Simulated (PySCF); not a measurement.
# Radial density of La (lanthanum, neutral)

UHF, [Xe] 5d2 6s1, 6s spin antiparallel (an excited configuration). All numbers are calculated (PySCF 2.14, a scalar-relativistic core potential, in def2-QZVPPD with the def2 core potential (46 electrons)). This is the valence pseudo-density: the core potential removes the inner electrons and smooths the orbitals near the nucleus.

```tsv
r (bohr)	4πr²ρ (e/bohr)	4πr²(ρα − ρβ)
0.0527	1.596e-05	0.0000
0.0887	4.083e-05	0.0000
0.149	0.0001055	0.0000
0.251	0.0004980	0.0000
0.422	0.007622	-0.0001
0.710	0.2968	-0.0034
1.19	4.701	0.0601
2.01	5.058	0.7443
3.38	1.002	0.3490
5.68	0.2619	-0.1063
9.56	0.02518	-0.0218
16.1	0.0001052	-0.0001
```

Energies and moments cover only the electrons outside the core potential. Spin-orbit coupling, absent here, splits the open shell strongly. With the s spin flipped the determinant is a mixture of two multiplicities, not a spectroscopic state.
